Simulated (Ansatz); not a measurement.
Reaction (ligand exchange at the Sn–O bond): `[OH][SnH]([OH])[OH]` + HCl → `[OH][SnH]([OH])[Cl]` + H₂O

Gas-phase electronic energies from Ansatz, PBE0-D4/def2-TZVP geometries. CCSD(T)/CBS is the MP2 limit (def2-TZVPP, def2-QZVPP) plus CCSD(T) − MP2 in def2-TZVPP, frozen cores. This one scheme is used for every species. DFT in def2-TZVPP. Elements past krypton have def2 core potentials. For Sn outer-core shells are correlated without core-valence functions, which leaves a few kJ/mol of doubt a bond. One conformer a species, not always the lowest.

(1) Is it downhill or uphill in electronic energy at CCSD(T)/CBS, and by how much? (Estimate.)

(2) What do these levels give: r2SCAN-D4, PBE0-D4, CAM-B3LYP-D4, RPA@PBE/def2-TZVPP, CCSD(T)/def2-SVP, HF/CBS(def2)? (Estimate.)

Largest T1 diagnostic among the species: 0.014.

Answers

(1) Ansatz gave: Downhill: ΔE = -67.5 kJ/mol.

(2) Ansatz gave: r2SCAN-D4 -68.3, PBE0-D4 -72.5, CAM-B3LYP-D4 -64.2, RPA@PBE/def2-TZVPP -57.8, CCSD(T)/def2-SVP -64.8, HF/CBS(def2) -74.1 kJ/mol.

Leaving LDA and LC-ωPBE aside and taking each functional with its dispersion term where it has one, the values, not all of them listed here, spread over 8.7 kJ/mol, from HSE06-D4 to BLYP-D4. From PBE to PBE0 (25 % exact exchange), in def2-TZVPP and without D4, ΔE moves by −4.7 kJ/mol.
